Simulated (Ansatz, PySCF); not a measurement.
Gas-phase reaction in SMILES: Oc1cc[se]c1 [selenophen-3-ol] + 8 [H][H] (H2) → 4 C (CH4) + O (H2O) + [SeH2] (H2Se)
Geometries: B3LYP-D3(BJ)/def2-TZVP minima from Ansatz (an electronic-structure program), one conformer each, not searched for the lowest. Frequencies are from Ansatz or PySCF. Unstable Hartree-Fock reference: Oc1cc[se]c1.

Wanted: energy of full hydrogenation (enthalpy at 298 K, with B3LYP-D3(BJ) rigid-rotor harmonic-oscillator terms), in kcal/mol. Valence correlation only, unless marked. No spin-orbit coupling. Frozen are the shells of the preceding noble gas and the d and f shells that filled before the atom's block. Non-relativistic. CBS marks a two-point X^-3 extrapolation of the correlation energy; Hartree-Fock from the larger set.

```tsv
level	program	energy of full hydrogenation (kcal/mol)
PBE/def2-TZVPD	Ansatz	-122.4
B3LYP-D3(BJ)/def2-TZVPD	Ansatz + dftd3	-124.9
```

Question: Predict the CCSD(T)/CBS(cc-pVTZ,cc-pVQZ) result (Ansatz).

Answer: -127.2 kcal/mol
